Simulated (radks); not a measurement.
Spherical quantum dot in the effective-mass picture: electrons in a parabolic well V = omega^2 r^2 / 2 with omega = 0.0717, with a point charge +1 (a donor) at the centre, all in effective atomic units (hartree* = m*/eps^2 hartree, bohr* = eps/m* bohr), one dielectric constant everywhere. Method: non-relativistic Kohn-Sham, LDA (Slater exchange, Perdew-Wang correlation), spin-polarised, spherical densities; computed with a radial shooting solver with Libxc functionals. Levels are named by radial order and angular momentum (1s, 1p, 1d, 2s, ...), and open shells are averaged over m. Results are scaled to m* = 0.045 and eps = 7.2, for which hartree* = 23.62 meV and bohr* = 8.467 nm. At N = 15 the configuration is 1s2 1p6 1d(up 5, down 0) 2s2. Does electron 16 go into 1f up or 1d down or 1f down?

Answer. Into 1d down. The total energies of the other choices lie higher by 0.334 meV (1f up), 0.592 meV (1f down).
